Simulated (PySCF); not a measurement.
Two-component Hartree-Fock for Sb³⁺ (antimony, charge +3)

Start: [Kr] 4d9 5s2 6s1; 4d3/2 filled at m_j = -3/2, -1/2, +1/2, +3/2; 4d5/2 filled at m_j = -3/2, -1/2, +1/2, +3/2, +5/2; 6s1/2 filled at m_j = +1/2. Calculated with PySCF 2.14 in x2c-TZVPall-2c with one added diffuse shell each of s, p, d, f type (9s10p6d3f, 90 functions): generalised Hartree-Fock with the X2C-1e Hamiltonian and a Gaussian nucleus; one run each with spin-orbit coupling (SO) switched off, then screened by Boettger's factors. This is a chosen level, not necessarily the ground level.

```tsv
spinor shell	electrons	ε, spin-free (eV)	ε, screened SO (eV)	weight of nominal j (screened SO)	rms radius, screened SO (bohr)
1s1/2	2	-30689.1	-30686.0	1.000	0.0325
2s1/2	2	-4803.3	-4802.4	1.000	0.133
2p1/2	2	-4309.6	-4484.6	1.000	0.115
2p3/2	4	-4309.6	-4230.1	1.000	0.120
3s1/2	2	-1018.1	-1017.8	1.000	0.351
3p1/2	2	-853.13	-886.42	1.000	0.345
3p3/2	4	-853.13	-837.85	1.000	0.356
3d3/2	4	-602.22	-608.20	0.999	0.329
3d5/2	6	-602.22	-597.95	0.999	0.332
4s1/2	2	-218.60	-218.53	1.000	0.837
4p1/2	2	-164.84	-172.06	0.991	0.885
4p3/2	4	-164.84	-161.46	0.995	0.912
4d3/2	4	-85.356	-86.442	0.931	1.06
4d5/2	5	-85.356	-84.530	0.945	1.07
5s1/2	2	-48.352	-48.346	1.000	2.07
6s1/2	1	-20.202	-20.201	0.999	4.41
```

| quantity | spin-free | screened SO |
| --- | --- | --- |
| E (hartree) | -6473.50541 | -6475.18507 |
| M_J | 3 | 3 |
| ⟨J²⟩ | 12.008 | 12.008 |
| ⟨L²⟩ | 6.008 | 6.026 |
| ⟨S²⟩ | 2.000 | 2.019 |

Each row is a mean over spinors that exchange with the open shell spreads, by up to 7.171 eV (4p3/2).

Breit and QED terms are absent; they matter most for the inner s and p1/2 levels.

Densities and radii are taken from the X2C orbitals without a picture-change correction, which distorts them close to the nucleus.

Without spin-orbit coupling the j labels of p, d and f shells carry no meaning; the spin-free column gives the mean over the occupied spinors of each nl shell.
